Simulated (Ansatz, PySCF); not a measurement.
Spin states of F2W (SMILES [F][W][F]), each relaxed with B3LYP-D3(BJ)/def2-TZVP.
State 1 (charge 0, multiplicity 3):
| atom | x (Å) | y (Å) | z (Å) |
|---|---|---|---|
| W | -0.0097 | 0.0165 | -0.0228 |
| F | -0.2365 | 1.3716 | -1.2338 |
| F | 0.2131 | -1.3406 | 1.1863 |
State 2 (charge 0, multiplicity 5):
| atom | x (Å) | y (Å) | z (Å) |
|---|---|---|---|
| W | 0.3255 | 0.2001 | 0.1209 |
| F | -0.3985 | 1.2513 | -1.2794 |
| F | 0.0397 | -1.4039 | 1.0882 |

Singlets are restricted, other states unrestricted; no spin–orbit coupling, no relativity up to Kr; see below for the cores. The largest T1 diagnostic is 0.022.

Correlated levels freeze the inner cores; with def2 sets outer-core shells near the valence are correlated too. CBS(a, b) extrapolates the correlation energy as X⁻³ and adds the Hartree–Fock energy of set b.

Programs: Ansatz (a quantum-chemistry and plane-wave program); PySCF for the dispersion terms. Each number belongs to the level named beside it. In def2 rows elements past Kr take small-core potentials, without spin–orbit coupling.

| level | energy of the multiplicity-5 state less that of the multiplicity-3 state (kJ/mol) |
|---|---|
| SVWN5/def2-TZVPP | 52.0 |
| r2SCAN-D3(BJ)/def2-TZVPP | -25.0 |
| r2SCANh/def2-TZVPP | -28.2 |
| B3LYP-D3(BJ)/def2-TZVPP | 34.0 |
| B3LYP-D4/def2-TZVPP | 34.0 |
| PBE0-D3(BJ)/def2-TZVPP | -4.9 |
| CAM-B3LYP-D3(BJ)/def2-TZVPP | 36.4 |
| CCSD(T)/def2-TZVPP | 25.9 |
| CCSD(T)/CBS(def2-SVP, def2-TZVPP) | ? |

Q: Fill in the missing entries.

A: 
- CCSD(T)/CBS(def2-SVP, def2-TZVPP), energy of the multiplicity-5 state less that of the multiplicity-3 state (kJ/mol): 27.0
